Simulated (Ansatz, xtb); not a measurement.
# Relaxing a trial structure of BF3Si

The starting geometry of this gas-phase singlet has its atoms placed at random.

```yaml
atoms:
  - { symbol: B, position_ang: [-0.3201, 0.0209, -0.2420] }
  - { symbol: F, position_ang: [-0.9081, 0.9630, 0.8845] }
  - { symbol: F, position_ang: [-1.0591, -0.3782, 1.1978] }
  - { symbol: F, position_ang: [0.2329, -0.4949, 1.2841] }
  - { symbol: Si, position_ang: [0.0840, -1.7962, -0.2605] }
```

Question: One run relaxed it with r2SCAN-D4/def2-SVP. What is a likely outcome?

Answer: It ends as `F[Si]B(F)F`. Distances that change by over a tenth: B1–F2 (1.58 → 1.33 Å), B1–F4 (1.70 → 2.78 Å), B1–Si5 (1.86 → 2.10 Å), F2–F3 (1.39 → 2.25 Å), F3–F4 (1.30 → 3.57 Å). Contacts that close: B1–F3 (1.67 → 1.33 Å), F4–Si5 (2.03 → 1.65 Å).

The energy falls by 24.26 eV over 19 steps:

| step | E − E(last) (eV) |
| --- | --- |
| 1 | 24.262 |
| 3 | 6.671 |
| 5 | 1.762 |
| 7 | 1.249 |
| 9 | 0.725 |
| 11 | 0.186 |
| 13 | 0.062 |
| 15 | 0.001 |
| 17 | 0.000 |
| 19 | 0.000 |

Final geometry (Å):

| atom | x (Å) | y (Å) | z (Å) |
| --- | --- | --- | --- |
| B | -0.9577 | 0.0124 | 0.4906 |
| F | -0.8688 | 1.3049 | 0.2000 |
| F | -2.0360 | -0.3580 | 1.1708 |
| F | 1.4170 | -1.2662 | 1.1759 |
| Si | 0.4751 | -1.3786 | -0.1733 |

From the same start GFN2-xTB ends elsewhere, differing in B1–F4 (1.37 against 2.78 Å here), F4–Si5 (2.91 against 1.65 Å here).

From so rough a start the end depends on the optimiser's path, so another program may land elsewhere. The end wasn't checked by frequencies. Run with Ansatz 0.2.0, 23 s on 1 thread of Intel(R) Xeon(R) 6975P-C (Granite Rapids), on a shared host.
